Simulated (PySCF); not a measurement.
W(Me)4 (C4H12W), SMILES [CH3][W]([CH3])([CH3])[CH3] (connectivity only; charge and spin as stated), neutral, multiplicity 3.

Coordinates come from a PBE0-D3(BJ)/def2-SVP optimisation. The multiplicity is an assumed one; other spin states were not compared. The def2 effective core potentials stand for the cores of W; spin–orbit coupling is left out.

Method: PBE0/def2-TZVP run with PySCF.

Isolated molecule, no solvent.

total energy: -226.53983 hartree
point group: Td
α spin, highest occupied and lowest empty level: -5.15 and -0.27 eV
β spin, highest occupied and lowest empty level: -7.98 and -0.82 eV
dipole moment: 0.00 D
quadrupole, principal values (traceless, Buckingham form, about the centre of nuclear charge): 0.00, 0.00, 0.00 D·Å
mean static polarisability: 98.5 bohr³ (14.60 Å³)
polarisability, principal values: 98.5, 98.5, 98.5 bohr³
⟨S²⟩: 2.015 (pure state 2.00)
